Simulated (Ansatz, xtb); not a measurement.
C2H5Sn−: where a starting geometry ends

The starting geometry of this gas-phase singlet was built from a drawn formula by distance geometry and a force field; its bonds are those of `[CH2-][CH2][SnH]`.

```xyz
8

C     0.0086    0.6592    1.7045
C     0.7609    0.4851    0.4332
Sn    1.5411   -1.4369    0.3592
H    -0.4059    1.7422    1.7875
H    -0.8731   -0.0314    1.6813
H     0.0849    0.6620   -0.4709
H     1.5755    1.2318    0.4041
H     2.4890   -1.6742   -1.1440
```

Q: Predict what becomes of its bonds when it is optimised with r2SCAN-D4/def2-SVPD.

A: It rearranges to `[CH2]1[CH2][SnH-]1`. Distances that change by over a tenth: C2–Sn3 (2.08 → 2.30 Å). Contacts that close: C1–Sn3 (2.92 → 2.30 Å).

The energy falls by 2.63 eV over 14 steps:

```tsv
step	E − E(last) (eV)
1	2.628
2	2.110
4	1.567
5	1.251
7	0.628
8	0.379
10	0.067
11	0.013
13	0.000
14	0.000
```

Final geometry (Å):

```
atom    x (Å)    y (Å)    z (Å)
   C   0.2109   0.3024   1.3376
   C   0.4229   0.7039  -0.0763
  Sn   0.9825  -1.5151   0.1568
   H   0.8954   0.7014   2.0947
   H  -0.8232   0.2236   1.6948
   H  -0.4647   0.9079  -0.6877
   H   1.2595   1.3756  -0.2985
   H   2.6976  -1.0618   0.5336
```

From the same start GFN2-xTB reaches the same bonding as this run.

No frequencies were run, so the end isn't proven a minimum. Atoms past krypton carry core potentials, without spin–orbit terms. Run with Ansatz 0.2.0, 33 s on 2 threads of Arm Neoverse V2, on a shared host.
